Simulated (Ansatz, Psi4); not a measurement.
Input for Ansatz (a quantum-chemistry and plane-wave program):
Ansatz 0.2 input:
```yaml
crystal:
  periodic: [false, false, false]
  atoms:
    - {symbol: C, position_ang: [-1.05528800, -0.06733800, 0.00000000]}
    - {symbol: O, position_ang: [-0.83509800, -1.26168100, 0.00000000]}
    - {symbol: O, position_ang: [-0.12407900, 0.90336900, 0.00000000]}
    - {symbol: H, position_ang: [-2.05243900, 0.39112600, 0.00000000]}
    - {symbol: C, position_ang: [1.23282000, 0.41381500, 0.00000000]}
    - {symbol: H, position_ang: [1.41704200, -0.18964400, 0.88939700]}
    - {symbol: H, position_ang: [1.41704200, -0.18964400, -0.88939700]}
basis:
  gaussian:
    orbitals: 6-311G__.json
hamiltonian:
  xc: pbe0
total_charge: -1
accuracy: high
```
The basis file holds 6-311G** in the JSON format of the Basis Set Exchange.

**Question.** Convert this to an input for Psi4.

**Answer.** One answer among several that fit: 
```
memory 2 GB

molecule {
-1 1
C    -1.05528800   -0.06733800    0.00000000
O    -0.83509800   -1.26168100    0.00000000
O    -0.12407900    0.90336900    0.00000000
H    -2.05243900    0.39112600    0.00000000
C     1.23282000    0.41381500    0.00000000
H     1.41704200   -0.18964400    0.88939700
H     1.41704200   -0.18964400   -0.88939700
}

set {
  basis 6-311g**
  scf_type pk
  puream true
  d_convergence 1e-8
  dft_radial_points 99
  dft_spherical_points 590
}

energy('pbe0')
print_variables()
```

Both were run: Ansatz gave -228.188869 Eh and Psi4 -228.188869 Eh, 0.000 mEh apart.
